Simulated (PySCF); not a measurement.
PySCF input (M06-2X/def2-TZVPD):

```python
from pyscf import gto, scf, dft

mol = gto.M(
    atom='''
    S    -0.92221320    0.05614290    0.47181313
    S     0.92278838    0.05434478   -0.47089818
    H    -1.53509157   -0.87361723   -0.28708287
    H     1.52588870   -0.89418562    0.27244361
    ''',
    basis='def2-tzvpd',
    charge=0,
    spin=2,
    verbose=4,
)

mf = dft.UKS(mol, xc='m062x').density_fit(auxbasis='def2-universal-jkfit')
mf.grids.level = 4
mf.conv_tol = 1e-9
mf.max_cycle = 100
mf.max_memory = 1500
mf.kernel()
if not mf.converged:
    mf = mf.newton()
    mf.kernel(mf.make_rdm1())
for _ in range(2):
    mo, _, stable, _ = mf.stability(return_status=True)
    if stable:
        break
    mf.kernel(mf.make_rdm1(mo, mf.mo_occ))
mf.analyze()
```

End of the output:

```
Extra cycle  E= -797.415275875919  delta_E= -1.8e-11  |g|= 1.31e-06  |ddm|= 8.25e-06
converged SCF energy = -797.415275875919  <S^2> = 2.0105926  2S+1 = 3.0070534
uhf_internal: lowest eigs of H = [0.02195428 0.12999814 0.14630994]
<class 'pyscf.df.df_jk.DFUKS'> wavefunction is stable in the internal stability analysis
**** SCF Summaries ****
Total Energy =                        -797.415275875918837
Nuclear Repulsion Energy =              84.550066686655896
One-electron Energy =                -1269.214210235012160
Two-electron Energy =                  387.248867672437370
Two-electron Coulomb Energy =          439.326303181222102
DFT Exchange-Correlation Energy =      -52.077435508784717
HOMO-LUMO gap [eV] =                     0.043818234474291
**** MO energy ****
                             alpha | beta                alpha | beta
MO #1   energy= -89.9389222618036  | -89.9289405051393  occ= 1 | 1
MO #2   energy= -89.938921475742   | -89.9289383291557  occ= 1 | 1
MO #3   energy= -8.29497171402206  | -8.2908317890583   occ= 1 | 1
MO #4   energy= -8.29489882646544  | -8.29071347303502  occ= 1 | 1
MO #5   energy= -6.21849291054385  | -6.20788524314473  occ= 1 | 1
MO #6   energy= -6.21833876788618  | -6.20788293928723  occ= 1 | 1
MO #7   energy= -6.21509004732397  | -6.20308368366543  occ= 1 | 1
MO #8   energy= -6.21499165206233  | -6.20289856279402  occ= 1 | 1
MO #9   energy= -6.21077762297319  | -6.20132531199569  occ= 1 | 1
MO #10  energy= -6.21077376087324  | -6.20126132713218  occ= 1 | 1
MO #11  energy= -0.920963943095973 | -0.877534520809942 occ= 1 | 1
MO #12  energy= -0.782192452002317 | -0.737078475211653 occ= 1 | 1
MO #13  energy= -0.536689178023117 | -0.50772839367179  occ= 1 | 1
MO #14  energy= -0.495454049960902 | -0.456280221215312 occ= 1 | 1
MO #15  energy= -0.44458832189444  | -0.397888128354289 occ= 1 | 1
MO #16  energy= -0.359620129075763 | -0.302161742915544 occ= 1 | 1
MO #17  energy= -0.349858271275217 | -0.16781221385348  occ= 1 | 0
MO #18  energy= -0.169422504282718 | -0.014906486204843 occ= 1 | 0
MO #19  energy= 0.00463668282741177 | 0.00343210422944493 occ= 0 | 0
MO #20  energy= 0.0216652246285272 | 0.028407760409839  occ= 0 | 0
MO #21  energy= 0.0300098119524326 | 0.038556049805581  occ= 0 | 0
MO #22  energy= 0.0344699137848762 | 0.0494505654465827 occ= 0 | 0
MO #23  energy= 0.0470876871754397 | 0.0521870431046113 occ= 0 | 0
MO #24  energy= 0.0510991092793468 | 0.0690058505698649 occ= 0 | 0
MO #25  energy= 0.0580851268408702 | 0.0731142017853596 occ= 0 | 0
MO #26  energy= 0.0596125915175773 | 0.0782274725239411 occ= 0 | 0
MO #27  energy= 0.110047611404508  | 0.107814530116811  occ= 0 | 0
MO #28  energy= 0.112076641966204  | 0.118684983880862  occ= 0 | 0
MO #29  energy= 0.151467420514636  | 0.151514047484083  occ= 0 | 0
MO #30  energy= 0.156202664916989  | 0.164263053929745  occ= 0 | 0
MO #31  energy= 0.164007664869823  | 0.168890749389154  occ= 0 | 0
MO #32  energy= 0.187040805786113  | 0.190435652137875  occ= 0 | 0
MO #33  energy= 0.203289658424719  | 0.193696882762442  occ= 0 | 0
MO #34  energy= 0.226115530480608  | 0.196803573377593  occ= 0 | 0
MO #35  energy= 0.230054525403519  | 0.235003008821488  occ= 0 | 0
MO #36  energy= 0.230477337835888  | 0.235735633242713  occ= 0 | 0
MO #37  energy= 0.257467209382732  | 0.244129471535417  occ= 0 | 0
MO #38  energy= 0.258399133593462  | 0.245125526405989  occ= 0 | 0
MO #39  energy= 0.274414124458217  | 0.262448878750563  occ= 0 | 0
MO #40  energy= 0.274505334885026  | 0.266635330948453  occ= 0 | 0
MO #41  energy= 0.29165090404834   | 0.276470107049565  occ= 0 | 0
MO #42  energy= 0.292866823974678  | 0.27822413782904   occ= 0 | 0
MO #43  energy= 0.341505166121122  | 0.313088887181495  occ= 0 | 0
MO #44  energy= 0.349390629084269  | 0.319247691090232  occ= 0 | 0
MO #45  energy= 0.407067112008445  | 0.39498401250663   occ= 0 | 0
MO #46  energy= 0.429649604025975  | 0.419821640536238  occ= 0 | 0
MO #47  energy= 0.459509370075311  | 0.456267559980775  occ= 0 | 0
MO #48  energy= 0.472696406279243  | 0.469191122293492  occ= 0 | 0
MO #49  energy= 0.475142705722643  | 0.476095462552368  occ= 0 | 0
MO #50  energy= 0.475744443767715  | 0.484055241615571  occ= 0 | 0
MO #51  energy= 0.498801087913897  | 0.495090578688456  occ= 0 | 0
MO #52  energy= 0.512861523490124  | 0.514344068945999  occ= 0 | 0
MO #53  energy= 0.530064544638964  | 0.543273101750913  occ= 0 | 0
MO #54  energy= 0.553843797155126  | 0.547749820082229  occ= 0 | 0
MO #55  energy= 0.563372165446513  | 0.555094029589566  occ= 0 | 0
MO #56  energy= 0.626843474927198  | 0.623616789057447  occ= 0 | 0
MO #57  energy= 0.639560288604599  | 0.656890706856784  occ= 0 | 0
MO #58  energy= 0.642695411676971  | 0.65818823238414   occ= 0 | 0
MO #59  energy= 0.681165183069719  | 0.685408761754584  occ= 0 | 0
MO #60  energy= 0.704759090459955  | 0.70899444783916   occ= 0 | 0
MO #61  energy= 0.74908749551744   | 0.762848474568859  occ= 0 | 0
MO #62  energy= 0.816331549147034  | 0.832439164176332  occ= 0 | 0
MO #63  energy= 0.957230099007607  | 0.976595049855209  occ= 0 | 0
MO #64  energy= 1.12962060171994   | 1.14718335625905   occ= 0 | 0
MO #65  energy= 1.41227574532493   | 1.43389329234397   occ= 0 | 0
MO #66  energy= 1.41824495095835   | 1.43630670172047   occ= 0 | 0
MO #67  energy= 1.44693130329869   | 1.46266768782916   occ= 0 | 0
MO #68  energy= 1.45603071851546   | 1.47439370757821   occ= 0 | 0
MO #69  energy= 1.49540703486846   | 1.52091918456192   occ= 0 | 0
MO #70  energy= 1.49812754720417   | 1.52411145692136   occ= 0 | 0
MO #71  energy= 1.54661959965263   | 1.56654638122218   occ= 0 | 0
MO #72  energy= 1.58052157521488   | 1.60747390947545   occ= 0 | 0
MO #73  energy= 1.58909965097481   | 1.61292835924602   occ= 0 | 0
MO #74  energy= 1.60451132558079   | 1.63366637523729   occ= 0 | 0
MO #75  energy= 1.61590769954448   | 1.63448515267257   occ= 0 | 0
MO #76  energy= 1.62251493233216   | 1.64752110762868   occ= 0 | 0
MO #77  energy= 1.63245228214714   | 1.66068105080732   occ= 0 | 0
MO #78  energy= 1.64432685388732   | 1.67541912907673   occ= 0 | 0
MO #79  energy= 1.64442833386425   | 1.67573484891889   occ= 0 | 0
MO #80  energy= 1.65724267523929   | 1.68030205213809   occ= 0 | 0
MO #81  energy= 1.66216446330202   | 1.68147464167128   occ= 0 | 0
MO #82  energy= 1.78885279538378   | 1.80829386266134   occ= 0 | 0
MO #83  energy= 1.79333265721389   | 1.81080698066317   occ= 0 | 0
MO #84  energy= 1.84660238156131   | 1.87117938057886   occ= 0 | 0
MO #85  energy= 1.87732689895168   | 1.9008822832587    occ= 0 | 0
MO #86  energy= 1.88982783004277   | 1.92825977789388   occ= 0 | 0
MO #87  energy= 1.89074070022528   | 1.93540261432973   occ= 0 | 0
MO #88  energy= 1.962294365204     | 1.98837996542511   occ= 0 | 0
MO #89  energy= 1.99280865445399   | 2.02984453064951   occ= 0 | 0
MO #90  energy= 2.03753019295232   | 2.06573608486279   occ= 0 | 0
MO #91  energy= 2.14573627641108   | 2.1747033347003    occ= 0 | 0
MO #92  energy= 2.16306027087025   | 2.19103535017985   occ= 0 | 0
MO #93  energy= 2.16948366024581   | 2.19403286309187   occ= 0 | 0
MO #94  energy= 2.21984355923387   | 2.23675030709437   occ= 0 | 0
MO #95  energy= 2.26489020606795   | 2.29184698460541   occ= 0 | 0
MO #96  energy= 2.39531741617025   | 2.41632414574265   occ= 0 | 0
MO #97  energy= 2.43617148450274   | 2.45682366820096   occ= 0 | 0
MO #98  energy= 2.72306583821787   | 2.73325631434934   occ= 0 | 0
MO #99  energy= 2.75834118917745   | 2.77037311510999   occ= 0 | 0
MO #100 energy= 2.95806452751257   | 2.97961790843517   occ= 0 | 0
MO #101 energy= 2.95816924141528   | 2.98194616691765   occ= 0 | 0
MO #102 energy= 3.19488247574062   | 3.20392179164056   occ= 0 | 0
MO #103 energy= 8.95981915228784   | 8.99269431294729   occ= 0 | 0
MO #104 energy= 8.96302808760165   | 9.00396832475627   occ= 0 | 0
[...]
```

This state (charge 0, triplet) is run at the relaxed geometry of the species with charge 0 and multiplicity 1, and is a spin state other than that species' own.
